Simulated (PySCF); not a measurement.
C3H6NO (SMILES CN(C)[C]=O), doublet, at a GFN2-xTB geometry, with bond 8-1 at 1.3 times its length; SVWN5/STO-3G run with PySCF.

PySCF was given this input:
```python
from pyscf import gto, scf, dft

mol = gto.M(
    atom='''
C     1.59032029   -0.66595976    0.14431730
N     0.22700443   -0.20733053    0.01518478
C    -0.77581277   -1.25726267   -0.14671598
C    -0.06607100    1.07145081    0.04435012
O    -1.10281318    1.68342370   -0.04115406
H     2.25099216    0.19020887    0.25891250
H     1.69098667   -1.31572877    1.01771692
H     1.97522738   -1.40021432   -1.01003873
H    -1.75386421   -0.79016301   -0.23269650
H    -0.56778087   -1.83686848   -1.04829343
H    -0.76388112   -1.92212378    0.71923980
''',
    basis='sto-3g',
    spin=1,
    verbose=4,
)

mf = dft.UKS(mol)
mf.xc = 'lda,vwn'
mf.diis = False
mf.damp = 0.3
mf.diis_start_cycle = 200
mf.max_cycle = 150
mf.kernel()
```

It wrote (shortened):

```
PySCF version 2.14.0

[INPUT] verbose = 4
[INPUT] num. atoms = 11
[INPUT] num. electrons = 39
[INPUT] charge = 0
[INPUT] spin (= nelec alpha-beta = 2S) = 1
[INPUT] symmetry False subgroup None
[INPUT] Mole.unit = angstrom
[INPUT] Symbol           X                Y                Z      unit          X                Y                Z       unit  Magmom
[...]
nuclear repulsion = 170.954570501538
number of shells = 21
number of NR pGTOs = 93
number of NR cGTOs = 31
basis = sto-3g
ecp = {}

******** <class 'pyscf.dft.uks.UKS'> ********
method = UKS
initial guess = minao
damping factor = 0.3
level_shift factor = 0
DIIS disabled
SCF conv_tol = 1e-09
SCF conv_tol_grad = None
SCF max_cycles = 150
direct_scf = True
direct_scf_tol = 1e-13
number electrons alpha = 20  beta = 19
XC library pyscf.dft.libxc version 7.1.2
    S. Lehtola, C. Steigemann, M. J. T. Oliveira, and M. A. L. Marques,  SoftwareX 7, 1–5 (2018)
XC functionals = lda,vwn
    P. A. M. Dirac,  Math. Proc. Cambridge Philos. Soc. 26, 376 (1930)
    F. Bloch,  Z. Phys. 57, 545 (1929)
    S. H. Vosko, L. Wilk, and M. Nusair,  Can. J. Phys. 58, 1200 (1980)
radial grids:
    Treutler-Ahlrichs [JCP 102, 346 (1995); DOI:10.1063/1.469408] (M4) radial grids

becke partition: Becke, JCP 88, 2547 (1988); DOI:10.1063/1.454033
pruning grids: <function nwchem_prune>
grids dens level: 3
symmetrized grids: False
atomic radii adjust function: <function treutler_atomic_radii_adjust>
small_rho_cutoff = 0
Set gradient conv threshold to 3.16228e-05
tot grids = 129192
init E= -243.067052719496

cycle= 1 E= -242.396598009939  delta_E= 0.67  |g|= 0.397  |ddm|= 3.12
cycle= 2 E= -242.02380040544  delta_E= 0.373  |g|= 0.949  |ddm|= 1.46
cycle= 3 E= -241.87254830931  delta_E= 0.151  |g|= 0.872  |ddm|= 2.14
cycle= 4 E= -240.296477217703  delta_E= 1.58  |g|= 1.93  |ddm|= 3.47
cycle= 5 E= -240.968096141637  delta_E= -0.672  |g|= 1.35  |ddm|=    4
cycle= 6 E= -238.222660208867  delta_E= 2.75  |g|= 2.52  |ddm|= 5.13
cycle= 7 E= -238.555563655834  delta_E= -0.333  |g|= 2.28  |ddm|= 5.56
cycle= 8 E= -224.50326930827  delta_E= 14.1  |g|= 3.13  |ddm|= 7.76
cycle= 9 E= -228.266691504684  delta_E= -3.76  |g|= 2.68  |ddm|=  9.9
cycle= 10 E= -213.03047953978  delta_E= 15.2  |g|= 2.77  |ddm|= 10.8
cycle= 11 E= -225.466340410774  delta_E= -12.4  |g|= 2.52  |ddm|= 11.3
cycle= 12 E= -212.530919308689  delta_E= 12.9  |g|= 2.31  |ddm|= 11.5
cycle= 13 E= -220.005273702756  delta_E= -7.47  |g|= 2.26  |ddm|= 12.6

cycle= 14 E= -215.388944301103  delta_E= 4.62  |g|= 2.35  |ddm|= 12.7
cycle= 15 E= -217.865764101924  delta_E= -2.48  |g|= 2.58  |ddm|= 12.9
cycle= 16 E= -214.7683752953  delta_E=  3.1  |g|=  2.4  |ddm|= 12.9
cycle= 17 E= -218.013993320819  delta_E= -3.25  |g|= 2.62  |ddm|= 12.9
cycle= 18 E= -214.776600937172  delta_E= 3.24  |g|=  2.4  |ddm|= 12.9
cycle= 19 E= -218.007670270277  delta_E= -3.23  |g|= 2.62  |ddm|= 12.9
cycle= 20 E= -214.776506302602  delta_E= 3.23  |g|=  2.4  |ddm|= 12.9
cycle= 21 E= -218.007358904595  delta_E= -3.23  |g|= 2.62  |ddm|= 12.9
cycle= 22 E= -214.776340592348  delta_E= 3.23  |g|=  2.4  |ddm|= 12.9
cycle= 23 E= -218.007332616277  delta_E= -3.23  |g|= 2.62  |ddm|= 12.9
cycle= 24 E= -214.77634081592  delta_E= 3.23  |g|=  2.4  |ddm|= 12.9
cycle= 25 E= -218.007312978192  delta_E= -3.23  |g|= 2.62  |ddm|= 12.9
cycle= 26 E= -214.776337077952  delta_E= 3.23  |g|=  2.4  |ddm|= 12.9
cycle= 27 E= -218.007310580243  delta_E= -3.23  |g|= 2.62  |ddm|= 12.9
cycle= 28 E= -214.776336645681  delta_E= 3.23  |g|=  2.4  |ddm|= 12.9
cycle= 29 E= -218.007310010615  delta_E= -3.23  |g|= 2.62  |ddm|= 12.9
cycle= 30 E= -214.776336550617  delta_E= 3.23  |g|=  2.4  |ddm|= 12.9
cycle= 31 E= -218.007309905795  delta_E= -3.23  |g|= 2.62  |ddm|= 12.9
cycle= 32 E= -214.776336532308  delta_E= 3.23  |g|=  2.4  |ddm|= 12.9
cycle= 33 E= -218.007309886216  delta_E= -3.23  |g|= 2.62  |ddm|= 12.9
cycle= 34 E= -214.776336529017  delta_E= 3.23  |g|=  2.4  |ddm|= 12.9
[...]
cycle= 97 E= -218.007309881549  delta_E= -3.23  |g|= 2.62  |ddm|= 12.9
cycle= 98 E= -214.77633652823  delta_E= 3.23  |g|=  2.4  |ddm|= 12.9
cycle= 99 E= -218.007309881549  delta_E= -3.23  |g|= 2.62  |ddm|= 12.9
cycle= 100 E= -214.77633652823  delta_E= 3.23  |g|=  2.4  |ddm|= 12.9
cycle= 101 E= -218.007309881549  delta_E= -3.23  |g|= 2.62  |ddm|= 12.9
cycle= 102 E= -214.776336528231  delta_E= 3.23  |g|=  2.4  |ddm|= 12.9
cycle= 103 E= -218.007309881549  delta_E= -3.23  |g|= 2.62  |ddm|= 12.9
cycle= 104 E= -214.77633652823  delta_E= 3.23  |g|=  2.4  |ddm|= 12.9
cycle= 105 E= -218.007309881549  delta_E= -3.23  |g|= 2.62  |ddm|= 12.9
cycle= 106 E= -214.77633652823  delta_E= 3.23  |g|=  2.4  |ddm|= 12.9
cycle= 107 E= -218.007309881549  delta_E= -3.23  |g|= 2.62  |ddm|= 12.9
cycle= 108 E= -214.77633652823  delta_E= 3.23  |g|=  2.4  |ddm|= 12.9
cycle= 109 E= -218.007309881549  delta_E= -3.23  |g|= 2.62  |ddm|= 12.9
cycle= 110 E= -214.77633652823  delta_E= 3.23  |g|=  2.4  |ddm|= 12.9
cycle= 111 E= -218.007309881549  delta_E= -3.23  |g|= 2.62  |ddm|= 12.9
cycle= 112 E= -214.77633652823  delta_E= 3.23  |g|=  2.4  |ddm|= 12.9
cycle= 113 E= -218.007309881549  delta_E= -3.23  |g|= 2.62  |ddm|= 12.9
cycle= 114 E= -214.77633652823  delta_E= 3.23  |g|=  2.4  |ddm|= 12.9
cycle= 115 E= -218.007309881549  delta_E= -3.23  |g|= 2.62  |ddm|= 12.9
cycle= 116 E= -214.77633652823  delta_E= 3.23  |g|=  2.4  |ddm|= 12.9
cycle= 117 E= -218.007309881549  delta_E= -3.23  |g|= 2.62  |ddm|= 12.9
cycle= 118 E= -214.77633652823  delta_E= 3.23  |g|=  2.4  |ddm|= 12.9
cycle= 119 E= -218.007309881549  delta_E= -3.23  |g|= 2.62  |ddm|= 12.9
cycle= 120 E= -214.77633652823  delta_E= 3.23  |g|=  2.4  |ddm|= 12.9
cycle= 121 E= -218.007309881549  delta_E= -3.23  |g|= 2.62  |ddm|= 12.9
cycle= 122 E= -214.776336528231  delta_E= 3.23  |g|=  2.4  |ddm|= 12.9
cycle= 123 E= -218.007309881549  delta_E= -3.23  |g|= 2.62  |ddm|= 12.9
cycle= 124 E= -214.77633652823  delta_E= 3.23  |g|=  2.4  |ddm|= 12.9
cycle= 125 E= -218.007309881549  delta_E= -3.23  |g|= 2.62  |ddm|= 12.9
cycle= 126 E= -214.77633652823  delta_E= 3.23  |g|=  2.4  |ddm|= 12.9
cycle= 127 E= -218.007309881549  delta_E= -3.23  |g|= 2.62  |ddm|= 12.9
cycle= 128 E= -214.77633652823  delta_E= 3.23  |g|=  2.4  |ddm|= 12.9
cycle= 129 E= -218.007309881549  delta_E= -3.23  |g|= 2.62  |ddm|= 12.9
cycle= 130 E= -214.77633652823  delta_E= 3.23  |g|=  2.4  |ddm|= 12.9
cycle= 131 E= -218.007309881549  delta_E= -3.23  |g|= 2.62  |ddm|= 12.9
cycle= 132 E= -214.77633652823  delta_E= 3.23  |g|=  2.4  |ddm|= 12.9
cycle= 133 E= -218.007309881549  delta_E= -3.23  |g|= 2.62  |ddm|= 12.9
cycle= 134 E= -214.77633652823  delta_E= 3.23  |g|=  2.4  |ddm|= 12.9
cycle= 135 E= -218.007309881549  delta_E= -3.23  |g|= 2.62  |ddm|= 12.9
cycle= 136 E= -214.77633652823  delta_E= 3.23  |g|=  2.4  |ddm|= 12.9
cycle= 137 E= -218.007309881549  delta_E= -3.23  |g|= 2.62  |ddm|= 12.9
cycle= 138 E= -214.77633652823  delta_E= 3.23  |g|=  2.4  |ddm|= 12.9
cycle= 139 E= -218.007309881549  delta_E= -3.23  |g|= 2.62  |ddm|= 12.9
cycle= 140 E= -214.77633652823  delta_E= 3.23  |g|=  2.4  |ddm|= 12.9
cycle= 141 E= -218.007309881549  delta_E= -3.23  |g|= 2.62  |ddm|= 12.9
cycle= 142 E= -214.776336528231  delta_E= 3.23  |g|=  2.4  |ddm|= 12.9
cycle= 143 E= -218.007309881549  delta_E= -3.23  |g|= 2.62  |ddm|= 12.9
cycle= 144 E= -214.77633652823  delta_E= 3.23  |g|=  2.4  |ddm|= 12.9
cycle= 145 E= -218.007309881549  delta_E= -3.23  |g|= 2.62  |ddm|= 12.9
cycle= 146 E= -214.77633652823  delta_E= 3.23  |g|=  2.4  |ddm|= 12.9
cycle= 147 E= -218.007309881549  delta_E= -3.23  |g|= 2.62  |ddm|= 12.9
cycle= 148 E= -214.77633652823  delta_E= 3.23  |g|=  2.4  |ddm|= 12.9
cycle= 149 E= -218.007309881549  delta_E= -3.23  |g|= 2.62  |ddm|= 12.9
cycle= 150 E= -214.776336528231  delta_E= 3.23  |g|=  2.4  |ddm|= 12.9
SCF not converged.
SCF energy = -214.776336528231 after 150 cycles  <S^2> = 0.75082939  2S+1 = 2.0008292
```

Convergence was not reached.
